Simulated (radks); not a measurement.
Values are calculated unless marked as measured or tabulated.
Spherical quantum dot in the effective-mass picture: electrons in a well V = -V0 / (1 + exp((r - R)/a)) with V0 = 28.2, R = 1.58, a = 0.12, all in effective atomic units (hartree* = m*/eps^2 hartree, bohr* = eps/m* bohr), one dielectric constant everywhere. Level of theory: non-relativistic Kohn-Sham, r2SCAN, spin-polarised, spherical densities, generalised Kohn-Sham scheme (a radial shooting solver with Libxc functionals). Levels are named by radial order and angular momentum (1s, 1p, 1d, 2s, ...), and open shells are averaged over m. Each electron was tried in the lowest free levels, single moves between levels near the top were tried too, and the lowest total energy was kept; such a search can miss a lower state. The series stops at N = 19: beyond it a trial failed or the search could not be trusted, so later rows were left out. At N = 1 the Hartree and exchange-correlation terms need not cancel, so that row can carry a self-interaction error.

\begin{tabular}{lrrrrrr}
N & open shells & 2S & E (hartree*) & mu = E(N) - E(N-1) (hartree*) & addition energy mu(N+1) - mu(N) (hartree*) & e(HOMO) (hartree*) \\ \hline
1 & 1s(up 1, down 0) & 1 & -26.0568 & -26.057 & 1.092 & -25.677 \\
2 & none & 0 & -51.0219 & -24.965 & 2.833 & -24.585 \\
3 & 1p(up 1, down 0) & 1 & -73.1538 & -22.132 & 0.7645 & -21.761 \\
4 & 1p(up 2, down 0) & 2 & -94.5213 & -21.367 & 0.8082 & -20.967 \\
5 & 1p(up 3, down 0) & 3 & -115.080 & -20.559 & 1.165 & -20.150 \\
6 & 1p(up 3, down 1) & 2 & -134.475 & -19.395 & 0.7429 & -19.031 \\
7 & 1p(up 3, down 2) & 1 & -153.127 & -18.652 & 0.7811 & -18.265 \\
8 & none & 0 & -170.997 & -17.870 & 3.145 & -17.473 \\
9 & 1d(up 1, down 0) & 1 & -185.723 & -14.725 & 0.7370 & -14.359 \\
10 & 1d(up 2, down 0) & 2 & -199.711 & -13.988 & 0.7473 & -13.616 \\
11 & 1d(up 3, down 0) & 3 & -212.952 & -13.241 & 0.7533 & -12.865 \\
12 & 1d(up 4, down 0) & 4 & -225.440 & -12.488 & 0.7564 & -12.110 \\
13 & 1d(up 5, down 0) & 5 & -237.172 & -11.732 & 1.072 & -11.353 \\
14 & 1d(up 5, down 1) & 4 & -247.831 & -10.660 & 0.7176 & -10.303 \\
15 & 1d(up 5, down 2) & 3 & -257.774 & -9.9421 & 0.7281 & -9.5795 \\
16 & 1d(up 5, down 3) & 2 & -266.987 & -9.2139 & 0.7349 & -8.8473 \\
17 & 1d(up 5, down 4) & 1 & -275.466 & -8.4790 & 0.7388 & -8.1101 \\
18 & none & 0 & -283.207 & -7.7402 & 2.777 & -7.3699 \\
19 & 2s(up 1, down 0) & 1 & -288.169 & -4.9628 & - & -4.5692 \\
\end{tabular}

All shells are closed at N = 2, 8, 18 (there: 1s2 1p6 1d10); the second difference of the energy has clear peaks (12 % above both neighbours; the first and last values, which can be the largest, are not judged, and half-filled shells can peak too) at N = 2, 5, 8, 13.
